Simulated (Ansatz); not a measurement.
Basis-set extrapolation for CH$_{4}$BClO$_{2}$, SMILES `COB(O)Cl` (PBE0-D4/def2-TZVP geometry, frozen core, Ansatz). Multiplicity 1, RHF reference.

```csv
,def2-TZVPP,def2-QZVPP
HF,-674.360850,-674.383819
MP2 correlation,-0.931273,-1.007169
CCSD(T) correlation,-1.002071,-1.074372
```

Energies in hartree. Use E(X) = E(∞) + A·exp(−7.88·√X) for Hartree–Fock and E(X) = E(∞) + B·X^(−2.97) for correlation, with X = 3 and 4.

Question: What is the CCSD(T) energy at the basis-set limit?

Answer: HF limit: -674.383819 + (-0.022969) × 0.13774 = -674.38698. Correlation limit: -1.074372 + (-0.072301) × 0.74074 = -1.12793. Total: -675.51491 hartree, 399.0 kJ/mol below CCSD(T)/def2-TZVPP.
